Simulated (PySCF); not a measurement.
An equivalent PySCF input for Tl(3+) (thallium, charge +3), [Xe] 4f14 5d10, closed-shell 1S, with a scalar-relativistic core potential:

```python
from pyscf import gto, scf, dft, mp, cc
import basis_set_exchange as bse
txt = bse.get_basis("def2-TZVP", elements=["Tl"], fmt="nwchem", header=False)
cut = txt.index("\nECP")
mol = gto.M(atom="Tl 0 0 0", charge=3, spin=0, symmetry="D2h",
            basis=gto.basis.parse(txt[:cut]),
            ecp={"Tl": gto.basis.parse_ecp(txt[cut:])})
mf = dft.UKS(mol, xc="MN15")
mf.irrep_nelec = {'Ag': (3, 3), 'B1g': (1, 1), 'B2g': (1, 1), 'B3g': (1, 1), 'B1u': (1, 1), 'B2u': (1, 1), 'B3u': (1, 1)}
mf.kernel()
```

It reaches the same state as the run whose output follows, with an energy that differs only through the grid. The run itself started from symmetry-adapted Hartree-Fock orbitals and held the occupation by maximum overlap, on a logarithmic radial grid, so the iterations belong to that start.

```
SCF conv_tol = 1e-09
number electrons alpha = 9  beta = 9
XC functionals = MN15
    H. S. Yu, X. He, S. L. Li, and D. G. Truhlar.,  Chem. Sci. 7, 5032-5051 (2016)
    H. S. Yu, X. He, S. L. Li, and D. G. Truhlar.,  Chem. Sci. 7, 5032-5051 (2016)
cycle= 1 E= -170.109511209588  delta_E= -0.00905  |g|= 0.0522  |ddm|= 0.356
cycle= 2 E= -170.11012954825  delta_E= -0.000618  |g|= 0.0237  |ddm|= 0.0739
cycle= 3 E= -170.110292645954  delta_E= -0.000163  |g|= 9.25e-05  |ddm|= 0.0221
cycle= 4 E= -170.110292647636  delta_E= -1.68e-09  |g|= 4.59e-06  |ddm|= 0.000124
cycle= 5 E= -170.110292647643  delta_E= -6.79e-12  |g|= 1.32e-07  |ddm|= 4.15e-06
converged SCF energy = -170.110292647643  <S^2> = -1.5987212e-14  2S+1 = 1
```

Energies and moments cover only the electrons outside the core potential. Spin-orbit coupling, which splits the p, d and f shells strongly at this Z, is absent.
